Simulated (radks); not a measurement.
Q: As XXXI, configuration [He] 2s1 (the NIST ground configuration). All-electron calculation, scalar-relativistic Kohn-Sham, LDA (Slater exchange, VWN5 correlation), spin-polarised, spherical densities, finite nucleus; open shells are filled with parallel spins first; Fermi nuclear charge, rms radius 4.0968 fm. Program: a radial shooting solver on a logarithmic mesh with Libxc functionals. Some entries of the table are withheld. Estimate them.

orbital,occ.,eigenvalue (eV),<r^2> (bohr^2)
1s up,1,-14056.52,0.002750
1s down,1,-14046.49,0.002747
2s up,1,(1),(2)
2s down,0,(3),(4)

A: 
(1) 2s up eigenvalue (eV): -3360.337
(2) 2s up <r^2> (bohr^2): 0.04019
(3) 2s down eigenvalue (eV): -3315.575
(4) 2s down <r^2> (bohr^2): 0.04040
